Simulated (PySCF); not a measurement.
Species: (HZn-mu-F)2 (singlet state).
Geometry (PBE0-D3(BJ)/def2-SVP, Å), atoms numbered from 1 in this order:
```xyz
6
F2H2Zn2 angstrom
Zn     1.468    0.080    0.214
H      2.976    0.186    0.457
F     -0.104   -0.715    1.014
Zn    -1.446   -0.114   -0.240
H     -2.957   -0.208   -0.469
F      0.126    0.675   -1.045
```

The calculation used PBE0-D3(BJ)/def2-SVP geometry optimisation, gas phase in PySCF 2.14.0.

Problem. Which atoms are bound to Zn1, and at what distances?

Solution. 3 atoms: H2 1.531 Å, F6 1.933 Å, F3 1.934 Å. The nearest atom not counted as bound is Zn4, at 2.95 Å.

Problem. List the angles at Zn1.

Solution. 
```csv
angle,degrees,distance of the outer atoms (Å)
H2–Zn1–F6,139.9,3.26
H2–Zn1–F3,139.8,3.26
F3–Zn1–F6,80.3,2.49
```

Problem. What is the shape at Zn1?

Solution. Planar: angles 139.9°, 139.8° and 80.3°, sum 360.0°, 0.00 Å off the plane of its three neighbours.

Problem. Give some angles away from the centre.

Solution. Zn1–F3–Zn4 99.7°.

Problem. What are the rotational constants (commonest isotopes, rigid rotor)?

Solution. A = 8553, B = 1700, C = 1418 MHz: a near-prolate asymmetric top.

Point group: D2h (tolerance 0.08 Å). Charge 0, singlet. PBE0-D3(BJ)/def2-SVP frequencies: not computed here.
